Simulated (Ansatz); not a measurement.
Ansatz (a first-principles code) input (B3LYP-D3(BJ)/def2-TZVP):

Ansatz 0.2 input:
```yaml
crystal:
  periodic: [false, false, false]
  atoms:
    - {symbol: C, position_ang: [2.36845734, -0.16816018, 0.09050615]}
    - {symbol: C, position_ang: [0.97994332, -0.67408612, -0.13195295]}
    - {symbol: C, position_ang: [-0.12893517, 0.04172024, -0.28051701]}
    - {symbol: C, position_ang: [-0.20745857, 1.53847194, -0.23527085]}
    - {symbol: C, position_ang: [-1.47056677, -0.65494420, -0.48440967]}
    - {symbol: C, position_ang: [-2.09354622, -0.79475465, 0.84430415]}
    - {symbol: H, position_ang: [2.77674643, -0.59877962, 1.00523825]}
    - {symbol: H, position_ang: [3.01133744, -0.47909147, -0.73337776]}
    - {symbol: H, position_ang: [2.40777214, 0.91392522, 0.16527726]}
    - {symbol: H, position_ang: [0.90891634, -1.75377321, -0.18508852]}
    - {symbol: H, position_ang: [-0.16065337, 1.94142221, -1.24829740]}
    - {symbol: H, position_ang: [0.60323678, 1.97325002, 0.34309006]}
    - {symbol: H, position_ang: [-1.15048324, 1.85253023, 0.20630763]}
    - {symbol: H, position_ang: [-2.09001656, -0.05089398, -1.15062296]}
    - {symbol: H, position_ang: [-1.30404329, -1.63464350, -0.93637594]}
    - {symbol: H, position_ang: [-1.77431223, -1.58417114, 1.49792781]}
    - {symbol: H, position_ang: [-2.65257187, 0.01581158, 1.27349956]}
basis:
  gaussian:
    orbitals: def2-TZVP
hamiltonian:
  xc: b3lyp
  dispersion: d3bj
magnetization: {spin_polarized: true, initial_magnetization: 1}
relax: {f_tol: 0.002, max_steps: 150}
```

End of the output:

```
0.35 GiB of the device are held for the grids
1.51 GiB of device memory are held for the factors and their scratch space
mean field: 1.78 GiB planned
mean field -6402.18529669 eV, -235.2759700963 hartree, gradient 1.8e-5 eV, S^2 0.754078; 0 other end points of the search recorded, 0 dependent functions left out
the calculation of the forces begins
reference -6402.18562340 eV, -235.2759821028 hartree; 24, 23 occupied and 228, 229 virtual orbitals, 1564 factors
relax step  27: F+E_penalty+E_count = -6402.80061794 eV  Δ(F+E_penalty+E_count) = -2.483e-6 eV  max|allowed force component| = 3.827e-3 eV/Å  Δτ_max = 0.0011 Å  (37 SCF iters, accepted)
these checks for a lower state are left out or cut short: starts, cluster_reference, orbital_swaps, neighbouring_geometries, increment
integrals: 0.19 GiB planned
1564 factors; their error is unknown
0.35 GiB of the device are held for the grids
1.51 GiB of device memory are held for the factors and their scratch space
mean field: 1.78 GiB planned
mean field -6402.18531007 eV, -235.2759705880 hartree, gradient 1.8e-5 eV, S^2 0.754078; 0 other end points of the search recorded, 0 dependent functions left out
the calculation of the forces begins
reference -6402.18563678 eV, -235.2759825942 hartree; 24, 23 occupied and 228, 229 virtual orbitals, 1564 factors
relax step  28: F+E_penalty+E_count = -6402.80061929 eV  Δ(F+E_penalty+E_count) = -1.344e-6 eV  max|allowed force component| = 1.109e-3 eV/Å  Δτ_max = 0.0006 Å  (37 SCF iters, accepted)
integrals: 0.19 GiB planned
1564 factors; their error is unknown
0.35 GiB of the device are held for the grids
1.51 GiB of device memory are held for the factors and their scratch space
mean field: 1.78 GiB planned
mean field evaluation 224: about -6402.1853 eV, gradient 4.9e-4 eV
mean field -6402.18531007 eV, -235.2759705880 hartree, gradient 1.8e-5 eV, S^2 0.754078; 1 other end points of the search recorded, 0 dependent functions left out
the calculation of the forces begins
reference -6402.18563678 eV, -235.2759825942 hartree; 24, 23 occupied and 228, 229 virtual orbitals, 1564 factors
Total energy: -6402.80094599 eV, -235.2985947909 hartree
Atom 0 at     2.453049    -0.193714     0.007676 Å, force     0.000031     0.000114    -0.000070 eV/Å
Atom 1 at     1.053574    -0.683672    -0.196823 Å, force     0.000224     0.000178    -0.000125 eV/Å
Atom 2 at    -0.074802     0.027062    -0.227054 Å, force    -0.000220     0.000214     0.000248 eV/Å
Atom 3 at    -0.160559     1.517144    -0.058544 Å, force     0.000008    -0.000280     0.000547 eV/Å
Atom 4 at    -1.407379    -0.660023    -0.434371 Å, force    -0.000032    -0.000036    -0.001109 eV/Å
Atom 5 at    -2.296366    -0.613914     0.759825 Å, force     0.000290    -0.000064     0.000239 eV/Å
Atom 6 at     2.905729    -0.669494     0.882878 Å, force     0.000239     0.000035    -0.000039 eV/Å
Atom 7 at     3.083321    -0.453562    -0.848228 Å, force    -0.000266    -0.000094    -0.000037 eV/Å
Atom 8 at     2.511905     0.884120     0.148024 Å, force    -0.000051     0.000090     0.000073 eV/Å
Atom 9 at     0.964369    -1.758251    -0.337589 Å, force    -0.000125    -0.000413     0.000186 eV/Å
Atom 10 at    -0.592024     1.976247    -0.953844 Å, force    -0.000088    -0.000012    -0.000011 eV/Å
Atom 11 at     0.804061     1.983701     0.126592 Å, force     0.000004    -0.000016    -0.000074 eV/Å
Atom 12 at    -0.826949     1.769636     0.770693 Å, force     0.000062     0.000157    -0.000043 eV/Å
Atom 13 at    -1.925092    -0.208335    -1.289467 Å, force     0.000170    -0.000496     0.000268 eV/Å
Atom 14 at    -1.221095    -1.706176    -0.721240 Å, force    -0.000137     0.000336    -0.000043 eV/Å
Atom 15 at    -1.875150    -0.693844     1.753251 Å, force    -0.000111     0.000176     0.000162 eV/Å
Atom 16 at    -3.372769    -0.633092     0.658458 Å, force     0.000000     0.000109    -0.000171 eV/Å
Dipole moment:     0.028571     0.018528    -0.034558 e Å
```

It need not be the lowest isomer of its formula.
